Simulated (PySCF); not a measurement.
## Configurations of CeH

Unrestricted PBE0; basis Ce x2c-TZVPPall, H x2c-TZVPPall; spin-free X2C with a Gaussian nucleus; PySCF 2.14. The search starts from ions with several 4f fillings and holds each by maximum overlap.

The lowest solution of each spin and filling, followed along the bond (rough minima from three points):

```tsv
2Ms+1	4f population	⟨S²⟩ at the start	R at minimum (Å)	Te (eV)
4	1.10	3.75	2.05	0.00
2	1.10	1.41	2.00	0.02
```

Solutions at the starting distance of 1.820 Å, counted from the lowest; the search is not exhaustive:

```
2Ms+1  4f population  E (eV)  ⟨S²⟩  ⟨Lz²⟩  μ (D)
    2           1.10    0.00  1.41    5.6  -2.00
    4           1.10    0.05  3.75    8.0  -2.52
    4           1.16    0.07  3.75    8.0  -2.48
    2           1.12    0.19  0.78    9.0  -1.46
    4           1.20    0.24  3.76    7.7  -1.75
    4           1.18    0.26  3.76    5.4  -1.71
    4           1.21    0.31  3.75    7.2  -1.67
    2           1.18    0.44  1.75    5.7  -2.28
    4           1.45    0.49  3.76    5.8  -2.06
    2           1.08    0.55  1.75    8.0  -1.75
    2           1.12    0.63  1.76    5.4  -2.16
```

Partly filled real f orbitals mix terms, so no term symbols are given. A population far from a whole number shows f orbitals mixing with d and ligand orbitals, not a clean configuration. A positive dipole means Ce(−)H(+).

Spin–orbit coupling is left out. The state is the lowest single determinant that the PBE0 search found; with open d or f shells the true ground state can be another one.
